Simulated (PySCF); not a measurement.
System: Cl2Zn, singlet: symmetric bend, bond length relaxed. Scanned: Cl-Zn-Cl angle. Other coordinates (Zn-Cl bond length) were minimised at PBE0/def2-TZVP.

Calculation: PySCF 2.14.0 with wB97X-V/def2-TZVP.

Scanned values (°): 180, 170, 160, 150, 140, 130, 120, 110, 100, 90.

### Question
At which scan points does the profile have its minima and maxima, and how high do they lie?

### Answer
Lower than their neighbours: 180° (0.0 kcal/mol, end of the scan). Higher than their neighbours: 90° (45.9 kcal/mol, end of the scan). The whole profile spans 45.9 kcal/mol.

The scan ran from 180.0 to 80.0; beyond the range shown the relaxed coordinates jump or full CI changes its symmetry label.
